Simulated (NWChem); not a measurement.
Species: InHClF; SMILES [F][InH][Cl]

Program: NWChem. All runs use the structure optimised with PBE-D3(BJ)/def2-SVP. def2 effective core potentials on In; no spin-orbit coupling. LC-ωPBE (HJS hole) with def2-SVP; x = 1 − exp(−ω/0.25 bohr⁻¹) is a scale chosen for this fit.

```csv
row,x,−ε(HOMO) (eV)
ω = 0.10,0.330,8.85
ω = 0.20,0.551,withheld
ω = 0.30,0.699,10.99
ω = 0.60,0.909,12.48
ω = 0.80,0.959,12.88
```

Fit a straight line of the last column on the one before it, predict the withheld value, and compare with the run.


1. Means of the 4 shown rows: x = 0.7242, y = 11.300. Slope Σ(x − x̄)(y − ȳ)/Σ(x − x̄)² = 1.563/0.2453 = 6.370; intercept 6.687.
2. The shown rows scatter about the line by 0.091 (root mean square); the largest residual is -0.15, at ω = 0.30.
3. At x = 0.551 (ω = 0.20; inside the shown range) the line gives 10.20.
4. The run gives 10.07, -0.13 from the line, 1.4 times the scatter.
